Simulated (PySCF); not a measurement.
**Telling isomers of C$_{8}$H$_{7}$N apart by NMR**

Computational details: structure optimised with GFN2-xTB, GIAO PBE0/pcSseg-1 shieldings, in PySCF 2.14 (in vacuum, no relativistic terms, rapidly exchanging positions averaged, a single conformation).

Chemical shifts δ = σref − σ; $^{1}$H, $^{13}$C vs TMS, all at this level. Where no couplings were computed, multiplicities follow the n + 1 count of equivalent neighbours, and m marks all less simple cases (inequivalent or close neighbours, rings, F or P nearby). Shifts are as computed. Against solution values, carbons near 30 ppm lie about +3 ppm off and those near 130 ppm about +5 ppm. Of 1211 compounds with measured shifts, 218 miss one by over three times the rms of a fit or turn the order of signals round; such compounds aren't used in these exercises. OH and NH positions are gas-phase values without hydrogen bonding to other molecules.

(1) Tabulate the signals of `c1ccn2cccc2c1`, `Cc1cccc(C#N)c1`, `c1ccc2[nH]ccc2c1`, `C=CC#Cn1cccc1`, `C#Cc1ccccc1N` and their relative energies.

(2) What is the quickest way to tell c1ccn2cccc2c1 from c1ccc2[nH]ccc2c1?

(3) What is the quickest way to tell Cc1cccc(C#N)c1 from C=CC#Cn1cccc1?

(4) What is the quickest way to tell c1ccc2[nH]ccc2c1 from C#Cc1ccccc1N?

Results:

(1) 
```json
{"SMILES": "c1ccn2cccc2c1", "carbon types": "1×C 7×CH", "δC": "137.4, 128.0, 125.8, 121.2, 121.1, 116.8, 113.4, 105.1", "δH": "8.08 (d, 1H), 7.68 (d, 1H), 7.35 (m, 1H), 7.13 (m, 1H), 6.89 (m, 1H), 6.78 (m, 1H), 6.78 (m, 1H)", "E rel. (kcal/mol)": "12.8"}
{"SMILES": "Cc1cccc(C#N)c1", "carbon types": "3×C 4×CH 1×CH3", "δC": "145.0, 139.9, 138.3, 136.9, 134.5, 124.7, 117.8, 23.9", "δH": "7.79 (s, 1H), 7.78 (m, 1H), 7.69 (m, 1H), 7.68 (m, 1H), 2.56 (s, 3H)", "E rel. (kcal/mol)": "13.0"}
{"SMILES": "c1ccc2[nH]ccc2c1", "carbon types": "2×C 6×CH", "δC": "139.1, 132.6, 127.0, 126.8, 126.1, 125.0, 114.2, 108.1", "δH": "8.03 (d, 1H), 7.61 (br s, 1H), 7.52 (m, 1H), 7.51 (m, 1H), 7.45 (m, 1H), 7.15 (m, 1H), 6.82 (m, 1H)", "E rel. (kcal/mol)": "0.0"}
{"SMILES": "C=CC#Cn1cccc1", "carbon types": "2×C 5×CH 1×CH2", "δC": "130.6, 128.2, 123.3, 117.6, 94.7, 74.9", "δH": "6.91 (m, 2H), 6.47 (m, 2H), 6.24 (m, 1H), 5.93 (m, 1H), 5.71 (m, 1H)", "E rel. (kcal/mol)": "77.2"}
{"SMILES": "C#Cc1ccccc1N", "carbon types": "3×C 5×CH", "δC": "155.0, 141.1, 136.1, 121.5, 116.3, 107.4, 91.1, 86.0", "δH": "7.71 (d, 1H), 7.41 (m, 1H), 6.84 (m, 1H), 6.76 (d, 1H), 4.18 (br s, 2H), 3.05 (s, 1H)", "E rel. (kcal/mol)": "45.0"}
```

Energies are electronic energies at PBE0/pcSseg-1 on these geometries, without zero-point or thermal terms, each for the one conformer computed, which needn't be the lowest.

(2) Both give the same number of carbon signals, but DEPT or the intensities differ. The first has an aromatic CH at 121.1 ppm, the second a ring-fusion aromatic carbon (C) at 132.6 ppm. Their most deshielded carbons lie at 137.4 and 139.1 ppm.

(3) Count the carbon signals: 8 against 6. The first has a methyl carbon on an aromatic ring (CH3) at 23.9 ppm, the second a terminal =CH2 carbon at 130.6 ppm. Their most deshielded carbons lie at 145.0 and 130.6 ppm. In the proton spectra the most deshielded non-exchanging signals are 7.79 (s, 1H) and 6.91 (m, 2H).

(4) Both give the same number of carbon signals, but DEPT or the intensities differ. The first has a ring-fusion aromatic carbon (C) at 132.6 ppm, the second an alkyne carbon (C) at 86.0 ppm. Their most deshielded carbons lie at 139.1 and 155.0 ppm.
